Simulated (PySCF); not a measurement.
An unknown gives this computed stick spectrum. Level of theory: TDDFT PBE0/def2-SVPD, vertical, gas phase, core orbitals frozen in the response (PySCF). Geometries: GFN2-xTB, one conformer each.

```tsv
state	E (eV)	f
S1	5.05	0.020
S2	6.02	0.035
S3	6.54	0.044
S4	6.92	0.0095
S5	6.97	0.0078
S6	7.50	0.0065
S7	7.58	0.024
S8	7.59	0.018
```

Triplets computed (Tamm–Dancoff): 4.25, 4.82, 6.11 eV.

Orbital energies (eV): HOMO-3 -9.55, HOMO-2 -8.58, HOMO-1 -8.20, HOMO -7.48, LUMO -0.85, LUMO+1 0.55, LUMO+2 0.64.

**Question.** Which structure fits? All have the formula C4H11NOSi.
A. `C=C(C)O[SiH2]NC`
B. `[H]/N=C/C(C)(C)[SiH2]O`
C. `C=N[Si@H](C)OCC`
D. `CO[Si@@H]1CCCN1`

**Answer.** B. Its S1 lies at 5.05 eV; the nearest of the others has S1 at 5.75 eV. S1 is HOMO→LUMO (80%), HOMO-1→LUMO (12%). Löwdin shares by element: HOMO nitrogen 26%, carbon 20% or more, silicon 11%, oxygen 9% (atoms not listed hold the other 34%); LUMO carbon 42% or more, nitrogen 31%, hydrogen 6% or more (atoms not listed hold the other 21%). At the same level the other candidates give, for their lowest levels:
- `CO[Si@@H]1CCCN1`: 6.09 eV (f 0.006); 6.55 eV (f 0.028); 6.75 eV (f 0.013); 7.13 eV (f 0.007); 7.27 eV (f 0.018); T1 5.85 eV; HOMO -6.67, LUMO 0.71 eV
- `C=C(C)O[SiH2]NC`: 5.75 eV (f 0.003); 6.06 eV (f 0.005); 6.24 eV (f 0.000); 6.46 eV (f 0.004); 6.68 eV (f 0.056); T1 4.43 eV; HOMO -6.64, LUMO 0.41 eV
- `C=N[Si@H](C)OCC`: 3.93 eV (f 0.001); 6.09 eV (f 0.004); 6.36 eV (f 0.005); 6.56 eV (f 0.062); 6.97 eV (f 0.028); T1 3.30 eV; HOMO -6.87, LUMO -0.87 eV

Shape of the structure used: `[H]/[N:5]=[CH:4]/[C:2]([CH3:1])([CH3:3])[SiH2:6][OH:7]`: C1–C2–C4–N5 -174°, C1–C2–Si6–O7 -169°, H–O7–Si6–C2 15°.
